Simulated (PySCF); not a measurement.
Species: C₄H₈Si.
SMILES: `C(C[SiH3])#CC`

Method used: PBE0-D3(BJ)/def2-SVP geometry optimisation, gas phase (PySCF).

Take the most abundant isotopes and a rigid rotor. 

Question: Give the principal moments of inertia and the rotational constants in MHz.

Answer: Ia = 40.61, Ib = 336.14, Ic = 364.43 u·Å²; 505379 MHz·u·Å²/I gives A = 12444, B = 1503, C = 1387 MHz.

Question: What kind of rotor is it?

Answer: A near-prolate asymmetric top; Ray's κ = -0.979.

Question: Is it planar, by Δ = Ic − Ia − Ib?

Answer: Not planar: Δ = Ic − Ia − Ib = -12.32 u·Å². For a rigid frame Δ = −2 Σ m c², so Σ m c² = 6.16 u·Å² lies off the ab plane, practically all of it from hydrogen. The atom farthest from that plane is 1.23 Å away.

Question: Give the other two planar moments, Paa and Pbb, and the rms extents of the mass along the axes.

Answer: Paa = Σ m a² = (Ib + Ic − Ia)/2 = 329.98 and Pbb = Σ m b² = (Ia + Ic − Ib)/2 = 34.45 u·Å². With the mass M = 84.04 u, the rms extents √(P/M) along a, b and c are 1.98, 0.64, 0.27 Å.

Question: Where do the levels up to J = 4 lie, in K?

Answer: Above 0(0,0), as E/k:
J = 1: 1(0,1) 0.139, 1(1,1) 0.664, 1(1,0) 0.669
J = 2: 2(0,2) 0.416, 2(1,2) 0.936, 2(1,1) 0.952, 2(2,1) 2.528, 2(2,0) 2.528
J = 3: 3(0,3) 0.832, 3(1,3) 1.343, 3(1,2) 1.377, 3(2,2) 2.944, 3(2,1) 2.944, 3(3,1) 5.583, 3(3,0) 5.583
J = 4: 4(0,4) 1.386, 4(1,4) 1.887, 4(1,3) 1.943, 4(2,3) 3.499, 4(2,2) 3.499, 4(3,2) 6.138, 4(3,1) 6.138, 4(4,1) 9.833, 4(4,0) 9.833

Question: Which types of transition are allowed, and where do some lines up to J = 3 fall?

Answer: The dipole components are |μa| = 0.46 D, |μb| = 0.26 D, |μc| = 0.00 D. Intensities carry the squares of the components, which stand as 1.00 : 0.31 : 0.00 (a : b : c). Some lines, for components of 0.1 D or more:

| type | branch | J(Ka,Kc) | MHz | lower level (cm⁻¹) |
| --- | --- | --- | --- | --- |
| a | Q | 2(1,1) ← 2(1,2) | 350 | 0.650 |
| a | R | 1(0,1) ← 0(0,0) | 2890 | 0.000 |
| a | R | 3(1,3) ← 2(1,2) | 8495 | 0.650 |
| a | R | 3(1,2) ← 2(1,1) | 8845 | 0.662 |
| b | Q | 1(1,0) ← 1(0,1) | 11057 | 0.096 |
| b | Q | 3(1,2) ← 3(0,3) | 11353 | 0.578 |
| b | Q | 3(2,1) ← 3(1,2) | 32652 | 0.957 |
| b | Q | 2(2,1) ← 2(1,2) | 33172 | 0.650 |
| b | R | 3(2,1) ← 2(1,2) | 41848 | 0.650 |
| b | R | 3(3,1) ← 2(2,0) | 63666 | 1.757 |
| b | R | 3(3,0) ← 2(2,1) | 63667 | 1.757 |

Stationary, but not proved a minimum. These are rigid-rotor constants of the computed structure; measured ground-state constants (B0) also hold zero-point vibration. A rigid rotor knows nothing of internal rotation, which can split or shift real lines.
